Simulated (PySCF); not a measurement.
PySCF 2.14 output of an unrestricted LDA calculation on a single atom or ion in aug-cc-pVTZ-DK, with scalar relativity by spin-free X2C-1e:

```
SCF conv_tol = 1e-09
number electrons alpha = 23  beta = 18
    P. A. M. Dirac.,  Math. Proc. Cambridge Philos. Soc. 26, 376 (1930)
    F. Bloch.,  Z. Phys. 57, 545 (1929)
    S. H. Vosko, L. Wilk, and M. Nusair.,  Can. J. Phys. 58, 1200 (1980)
cycle= 1 E= -4043.00214313925  delta_E= -0.0172  |g|= 0.0647  |ddm|= 0.981
cycle= 2 E= -4043.00243721905  delta_E= -0.000294  |g|= 0.0253  |ddm|= 0.117
cycle= 3 E= -4043.00250257122  delta_E= -6.54e-05  |g|= 0.00646  |ddm|= 0.0522
cycle= 4 E= -4043.0025142424  delta_E= -1.17e-05  |g|= 0.000243  |ddm|= 0.0119
cycle= 5 E= -4043.00251427094  delta_E= -2.85e-08  |g|= 3.3e-05  |ddm|= 0.000348
cycle= 6 E= -4043.00251427137  delta_E= -4.38e-10  |g|= 7.52e-06  |ddm|= 0.000135
converged SCF energy = -4043.00251427137  <S^2> = 8.7503137  2S+1 = 6.0001046
```

The run itself started from symmetry-adapted Hartree-Fock orbitals and held the occupation by maximum overlap, on a logarithmic radial grid, so the iterations belong to that start.

Which element, charge and spin multiplicity is this?

Mo⁺ (molybdenum, charge +1), multiplicity 6; the state was [Kr] 4d4 5p1, one real determinant (an excited configuration).

⟨L²⟩ = 8.00 against 12 for a pure F term, so this real determinant mixes terms.
